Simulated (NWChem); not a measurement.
Species: methylammonium (CH₆N cation); SMILES C[NH3+]

Computed with NWChem. Each level has its own optimisation; frequencies are unscaled.

Q: Among these, which level gives the highest value of “zero-point energy (kcal/mol)”?
A) PBE/def2-SVP
B) PBE/STO-3G
C) PBE/def2-SVPD
D) PBE/def2-TZVP

A: B, PBE/STO-3G. Values: PBE/def2-SVP 48.2; PBE/def2-SVPD 48.3; PBE/def2-TZVP 48.4; PBE/STO-3G 51.5
